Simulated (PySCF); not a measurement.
## Mo²⁺: excitation energy

Mo²⁺ [Kr] 4d4 (5D) → Mo²⁺ [Kr] 4d3 5p1 (high-spin determinant), as a difference of total energies. All numbers are calculated (PySCF 2.14, a scalar-relativistic core potential, in def2-TZVPPD with the def2 core potential (28 electrons)). Correlated levels: valence: 4s2 4p6 frozen. The calculations carry no spin-orbit coupling.

| method | excitation energy (eV) |
| --- | --- |
| UHF | 9.297 |
| MP2 (valence) | 9.557 |
| SCS-MP2 (valence) | 9.384 |
| CCSD (valence) | 9.521 |
| CCSD(T) (valence) | 9.507 |

Problem. How much does correlation contribute at CCSD(T) (valence)?

Solution. 9.507 − (9.297) = 0.210 eV, measured against UHF.

The determinant of the upper state mixes LS terms, which raises its energy above the lowest term, most at the Hartree-Fock and MP2 levels.
